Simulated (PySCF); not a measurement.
Steps of a relaxation of Yb(OH)2

Yb(OH)2 (singlet in the valence; each metal's 4f electrons, 14 of them, lie in its core potential, out of spins and levels). PySCF 2.14.0, RKS PBE0, Yb lcecp-0-SVP with ECP60, O def2-SVP, H def2-SVP; non-relativistic Hamiltonian with scalar-relativistic core potentials where named; density fitting; no spin-orbit coupling. Origin of the start: template. Columns: position (Å) and force (eV/Å). Energies are counted from the last step; some of the 14 steps are shown. Forces carry noise of the integration grid, about 0.01 to 0.03 eV/Å.

Run from Python with OMP_NUM_THREADS=2. Where DIIS fails, smearing, a level shift and second-order steps follow.
It took 36 s on 2 threads of Intel(R) Xeon(R) Platinum 8259CL CPU @ 2.50GHz (Skylake/Cascade Lake), on a shared host, from the converged density of the start.

```xyz
5
step 0  E = 0.436 eV
Yb    0.0000    0.0000   -0.1509     0.00    0.00    1.77
O     2.0543    0.0000    0.7684    -1.00   -0.07   -0.99
H     3.0139   -0.0906    0.8275    -0.47    0.06    0.11
O    -2.0543    0.0000    0.7684     1.00    0.07   -0.99
H    -3.0139    0.0906    0.8275     0.47   -0.06    0.11
```

```xyz
5
step 4  E = 0.039 eV
Yb    0.0000    0.0000    0.0143     0.00    0.00    0.42
O     2.0490   -0.0072    0.6356    -0.62   -0.04   -0.39
H     2.9665   -0.0836    0.8777     0.25    0.02    0.18
O    -2.0490    0.0072    0.6356     0.62    0.04   -0.39
H    -2.9665    0.0836    0.8777    -0.25   -0.02    0.18
```

```xyz
5
step 9  E = 0.001 eV
Yb    0.0000    0.0000    0.0656     0.00    0.00   -0.02
O     2.0573   -0.0429    0.5727     0.00    0.00    0.00
H     2.9513   -0.0586    0.9149    -0.01    0.00    0.01
O    -2.0573    0.0429    0.5727     0.00    0.00    0.00
H    -2.9513    0.0586    0.9149     0.01    0.00    0.01
```

Question: Where does the relaxation end?

Answer: It converges at step 13 in C2v:
```xyz
5
step 13  E = 0
Yb    0.0000    0.0000    0.0026
O     2.0407   -0.0414    0.5652
H     2.9153   -0.0587    0.9539
O    -2.0407    0.0414    0.5652
H    -2.9153    0.0587    0.9539
```

Question: How did the contacts change?

Answer: 
| contact | start (Å) | end (Å) |
| --- | --- | --- |
| Yb1–O2 (OH) | 2.251 | 2.117 |
| Yb1–O4 (OH) | 2.251 | 2.117 |


An lcecp potential fixes the number of 4f electrons, so in runs with it no electron can move into or out of that shell.
